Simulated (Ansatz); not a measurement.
An input meant for mer-VF3(H2O)3 (VO₃F₃H₆) (charge 0, triplet).

```yaml
crystal:
  periodic: [true, true, true]
  atoms:
    - {symbol: V, position_ang: [0.298249, 0.064137, 0.007910]}
    - {symbol: F, position_ang: [-0.055944, 0.481359, 1.746202]}
    - {symbol: F, position_ang: [-0.163752, -0.529288, -1.703319]}
    - {symbol: F, position_ang: [2.093182, 0.054616, -0.054272]}
    - {symbol: O, position_ang: [-1.902526, 0.159832, -0.035018]}
    - {symbol: H, position_ang: [-2.289291, -0.313077, 0.715004]}
    - {symbol: H, position_ang: [-2.071537, -0.357133, -0.839896]}
    - {symbol: O, position_ang: [0.402722, 2.179519, -0.161006]}
    - {symbol: H, position_ang: [1.365151, 2.306575, -0.215604]}
    - {symbol: H, position_ang: [0.193587, 2.310339, 0.784834]}
    - {symbol: O, position_ang: [0.430496, -2.067453, 0.199481]}
    - {symbol: H, position_ang: [1.389498, -2.164304, 0.328747]}
    - {symbol: H, position_ang: [0.310155, -2.125103, -0.773065]}
basis:
  gaussian: {orbitals: def2-SVPD}
magnetization: {spin_polarized: true, initial_magnetization: 2}
hamiltonian: {xc: {name: CAM-B3LYP}, dispersion: d3bj}
scf: {omitted_lower_state_checks: [starts]}
output: {forces: true}
```

```sh
$ ansatz run in.yaml --threads 4 --pin off --events-out ev --progress --plain --max-ram 8704MiB
```

It prints (some lines left out):

```
Error: YAML parse error: error: line 2 column 3: crystal: missing field `lattice` (a structure is typed as `lattice` and `atoms`, a molecule's as `atoms` in Å alone, or read from a run's directory, `checkpoint`)
 --> <input>:2:3
1 | crystal:
2 |   periodic: [true, true, true]
3 |   atoms:
4 |     - {symbol: V, position_ang: [0.298249, 0.064137, 0.007910]}
```

What is wrong with this run?

The species is marked periodic without a cell. The input was rejected before any iteration.
